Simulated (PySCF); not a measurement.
C₄H₈OS, SMILES C[C@H]1O[C@H](C)S1. Geometry: B3LYP-D3(BJ)/def2-SVP. The structure was generated by enumeration; whether it is a known compound was not checked.

Computed equilibrium geometry at B3LYP-D3(BJ)/def2-SVP (PySCF confirms it by a frequency run) as bond lengths and angles, and its point group:
point group C2.
Atoms: C1 C2 O3 C4 C5 S6 H7 H8 H9 H10 H11 H12 H13 H14. Bonds (Å): C1–C2 1.510, C1–H7 1.102, C1–H8 1.100, C1–H9 1.103, C2–O3 1.424, C2–S6 1.864, C2–H10 1.105, O3–C4 1.424, C4–C5 1.510, C4–S6 1.864, C4–H11 1.105, C5–H12 1.100, C5–H13 1.102, C5–H14 1.103. Bond angles (°): C2–C1–H7 110.5, C2–C1–H8 110.6, C2–C1–H9 109.5, H7–C1–H8 108.9, H7–C1–H9 108.4, H8–C1–H9 109.0, C1–C2–O3 112.9, C1–C2–S6 115.9, C1–C2–H10 111.0, O3–C2–S6 94.0, O3–C2–H10 110.9, S6–C2–H10 111.1, C2–O3–C4 100.3, O3–C4–C5 112.9, O3–C4–S6 94.0, O3–C4–H11 110.9, C5–C4–S6 115.9, C5–C4–H11 111.0, S6–C4–H11 111.1, C4–C5–H12 110.6, C4–C5–H13 110.5, C4–C5–H14 109.5, H12–C5–H13 108.9, H12–C5–H14 109.0, H13–C5–H14 108.4, C2–S6–C4 71.8.
Charge 0, spin multiplicity 1.
